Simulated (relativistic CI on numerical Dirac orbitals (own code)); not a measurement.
**Hf II: what numerical and physical settings do to a radial Dirac CI calculation**

Reference input:

```
atom Hf  Z=72  charge=1  electrons=71
nucleus A=180  rms_radius_fm=5.3470
hamiltonian dirac-coulomb  breit=on  qed=on  c_scale=1
orbitals kli  potential=per-configuration
slater_scale 1
correlation none
mixing on
grid step=0.0125 r_max=129.7
scf mixing=0.4 start=green max_iterations=150 tolerance=2e-08 node_fill=0.05
configurations
  [Xe] 4f14 5d 6s2
  [Xe] 4f14 5d2 6s
end
```

Computed lowest total energy -15062.33951 Ha, first excitation 1076.9 cm⁻¹, 29 SCF steps. Runs with settings changed; * marks those that are bad on purpose:

| Changed | Outcome | Lowest level | ΔE (Ha) | First excitation (cm⁻¹) | SCF steps | Message |
| --- | --- | --- | --- | --- | --- | --- |
| node fill of the KLI weights 0.01, SCF mixing 0.2 | converged | 5d2.6s 4F_3/2 | 0.00451 | 1042.8 | 42 |  |
| Slater scale 0.6 | converged | 5d.6s2 2D_3/2 | 0.0133 | 1458.3 | 29 |  |
| Slater scale 1.2 | converged | 5d2.6s 4F_3/2 | -0.00852 | 1002.0 | 29 |  |
| SCF tolerance 1e-06 | converged | 5d2.6s 4F_3/2 | -1.21e-07 | 1076.9 | 24 |  |
| SCF mixing 2.5 * | converged | 5d2.6s 4F_3/2 | -1.62e-09 | 1076.9 | 71 |  |
| Slater scale 5 * | converged | 5d2.6s 4F_3/2 | -0.18 | 821.5 | 29 |  |

With so few configurations and no correlation the model can put configurations in the wrong order; the tabulated ground configuration is [Xe] 4f14 5d 6s2.
